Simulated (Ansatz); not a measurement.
Two isomers of C4H3F7: A = `FC(F)C(F)(C(F)F)C(F)F`, B = `FC(F)C(F)(F)CC(F)(F)F`.

Isolated molecules relaxed with PBE0-D4/def2-TZVP in Ansatz; ΔE leaves out vibrations. CCSD(T)/CBS adds triple-zeta CCSD(T) − MP2 to the extrapolated MP2 energy (def2 sets, frozen cores). Functionals use def2-TZVPP. One conformer a species, not always the lowest.

(1) Which is lower in electronic energy at CCSD(T)/CBS, and by how much? (Best estimate.)

(2) Give E(B) − E(A) in kcal/mol with PBE0-D4, CCSD(T)/def2-SVP, CCSD(T)/def2-TZVPP, PBE-D4, LDA (SPW92), HF/def2-TZVPP, B2PLYP. (Best estimate.)

(3) Does the order hold for the free energy at 298.15 K (harmonic terms from PBE0-D4)? (Best estimate.)

Largest T1 diagnostic: 0.012.

Results:

(1) Computed: B, by 21.7 kcal/mol.

(2) Ansatz gave: PBE0-D4 -22.5, CCSD(T)/def2-SVP -23.3, CCSD(T)/def2-TZVPP -21.5, PBE-D4 -21.5, LDA (SPW92) -23.3, HF/def2-TZVPP -23.0, B2PLYP -21.7. None reverses the order clearly.

(3) Computed: Yes: G(B) − G(A) = -22.1 kcal/mol, for one conformer each. Modes under 60 cm⁻¹, often nearly free rotors, make the harmonic entropy too high.

Leaving LDA and LC-ωPBE aside and taking each functional with its dispersion term where it has one, the values, not all of them listed here, spread over 3.5 kcal/mol, from r2SCAN0-D4 to BLYP-D4. LDA lies −1.6 kcal/mol from PBE without D4. At CCSD(T), def2-SVP lies −1.6 kcal/mol from the extrapolated value and def2-TZVPP +0.2 kcal/mol.
